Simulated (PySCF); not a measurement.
In(OMe)(NH2)2 (CH7InN2O), SMILES C[O][In]([NH2])[NH2]. Atoms are numbered in the order given.

```xyz
12

In    -0.0248     0.0086     0.3381
O      0.7854    -0.5290    -1.4521
C      0.4503     0.1467    -2.6366
H      0.8443     1.1946    -2.6858
H      0.8976    -0.3947    -3.5032
H     -0.6497     0.2085    -2.8350
N     -1.5456     1.4126     0.2740
H     -1.3356     2.1475    -0.4161
H     -1.6712     1.8904     1.1771
N      0.4403    -1.3346     1.8324
H      0.5326    -0.8830     2.7525
H      1.3468    -1.7806     1.6335
```
Charge 0, spin multiplicity 1.

Geometry optimised at PBE-D3(BJ)/def2-SVP. The structure was generated by enumeration; whether it is a known compound was not checked. The def2 effective core potentials stand for the cores of In; spin–orbit coupling is left out. One conformer was computed; it need not be the lowest.

All values below come from PBE-D3(BJ)/def2-SVP (PySCF).

Frequencies are harmonic and unscaled.

A small imaginary wavenumber (i) marks a very flat motion, where grid noise or a shallow saddle decides the sign.

Computed normal modes with their intensities:
| mode | ν (cm⁻¹) | IR (km/mol) | moving atoms (share of kinetic energy) |
|---|---|---|---|
| 1 | 22i | 0.6 | H 90 % |
| 2 | 70 | 3.3 | N 38 %, C 26 %, H 23 %, In 9 % |
| 3 | 79 | 4.7 | H 30 %, N 24 %, O 20 %, C 18 % |
| 4 | 100 | 2.9 | N 63 %, H 22 %, In 12 % |
| 5 | 137 | 7.9 | N 28 %, O 27 %, H 23 %, In 22 % |
| 6 | 164 | 2.9 | H 89 % |
| 7 | 216 | 19.7 | H 42 %, O 24 %, C 23 % |
| 8 | 225 | 36.1 | H 66 %, O 15 %, C 10 % |
| 9 | 467 | 45.4 | N 67 %, H 17 %, O 14 % |
| 10 | 488 | 136.4 | N 50 %, H 42 % |
| 11 | 506 | 89.6 | O 55 %, In 15 %, N 12 %, H 11 % |
| 12 | 599 | 36.6 | H 60 %, N 32 %, In 8 % |
| 13 | 607 | 49.9 | H 63 %, N 30 % |
| 14 | 770 | 10.5 | H 92 % |
| 15 | 818 | 51.3 | H 91 %, N 8 % |
| 16 | 1094 | 204.1 | O 48 %, C 45 % |
| 17 | 1130 | 0.0 | H 76 %, C 19 % |
| 18 | 1146 | 3.1 | H 71 %, C 21 %, O 8 % |
| 19 | 1413 | 2.5 | H 96 % |
| 20 | 1416 | 4.7 | H 95 % |
| 21 | 1428 | 56.3 | H 90 %, C 9 % |
| 22 | 1476 | 2.7 | H 91 %, N 9 % |
| 23 | 1488 | 15.0 | H 92 % |
| 24 | 2858 | 156.4 | H 97 % |
| 25 | 2909 | 74.0 | H 91 %, C 9 % |
| 26 | 2961 | 54.6 | H 91 %, C 9 % |
| 27 | 3408 | 9.5 | H 96 % |
| 28 | 3411 | 10.0 | H 96 % |
| 29 | 3509 | 5.2 | H 92 %, N 8 % |
| 30 | 3512 | 6.9 | H 92 %, N 8 % |
